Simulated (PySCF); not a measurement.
## Unknown compound

Molecular formula: C$_{4}$H$_{12}$OSi$_{2}$. Simulated spectra:

¹H NMR (400 MHz, computed): δ 4.96 (q, 1H), 4.23 (s, 3H), 4.22 (d, 3H), 3.73 (q, 2H), 1.44 (t, 3H).

¹³C{¹H} NMR (computed): δ 179.6 (C), 96.1 (CH), 64.4 (CH2), 17.1 (CH3).

[PySCF 2.14.0 with density-fitted response routines: shielding tensors at PBE0/pcSseg-1 (GIAO); coordinates at the GFN2-xTB level; relativity neglected; single conformer; equivalent nuclei averaged; in vacuum]

δ = σ(ref) − σ, references computed at the same level: ¹H (σ = 31.72 ppm) and ¹³C (σ = 186.93 ppm) against TMS.

Which of these isomers gave the spectra?
A. [SiH3]COC1C[SiH2]C1
B. CCO/C([SiH3])=C/[SiH3]
C. CO[C@H]1[SiH2][C@H](C)[SiH2]1
D. CC(C)(C=O)[SiH2][SiH3]

Results:

B. 

1. The formula gives 1 degree of unsaturation (no ring in the answer).
2. 4 carbon signals for 4 carbons: no two carbons are equivalent.
3. Carbon types of the structure: 1 × C, 1 × CH, 1 × CH2, 1 × CH3, leaving 6 H on heteroatoms.
4. δC 179.6: alkene carbon bearing oxygen; an sp2 carbon further deshielded by the attached heteroatom.
5. δC 96.1: β carbon of an enol-ether or enamine type C=C; the O or N lone pair pushes π density onto this β carbon and shields it.
6. δC 64.4: sp3 CH2 bonded to O; the inductive effect lowers its shielding.
7. δC 17.1: methyl carbon; aliphatic region, no heteroatom directly attached.
8. δH 4.96: hydrogen on a β carbon of an enol-ether or enamine type C=C; lone-pair donation from O or N shields it, upfield of ordinary alkene protons.

The others: CO[C@H]1[SiH2][C@H](C)[SiH2]1 would give 6 signals for carbon-bound and other non-exchanging H, not 5; [SiH3]COC1C[SiH2]C1 would give 3 carbon signals, not 4; CC(C)(C=O)[SiH2][SiH3] would give 3 carbon signals, not 4.

Shifts are as computed. Against solution values, carbons near 30 ppm lie about +3 ppm off and those near 130 ppm about +5 ppm. Of 1309 compounds with measured shifts, 239 miss one by over three times the rms of a fit or turn the order of signals round; such compounds aren't used in these exercises. Multiplicities follow the n + 1 count of equivalent neighbours, as no J values were calculated; m marks all less simple cases, F and P coupling included.
